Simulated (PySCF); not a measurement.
C₂H₅FSn, SMILES C=[CH][SnH2][F] (PBE0/def2-SVP optimised geometry):

```
9

Sn     0.056    -1.520     0.000
F     -0.456    -2.314    -1.705
C     -0.687     0.472     0.000
C      0.136     1.521    -0.077
H      1.768    -1.520     0.000
H     -0.661    -2.552     1.162
H     -1.768     0.638     0.065
H     -0.239     2.552    -0.076
H      1.225     1.411    -0.149
```

Level of theory: PBE0/def2-TZVP, def2 effective core potentials past Kr in PySCF 2.14.0.

Question: What are the frontier orbital energies and the dipole moment?

Answer: HOMO-2 -9.23 eV, HOMO-1 -8.64 eV, HOMO -8.46 eV, LUMO -1.12 eV, LUMO+1 0.04 eV; dipole moment 3.18 D.
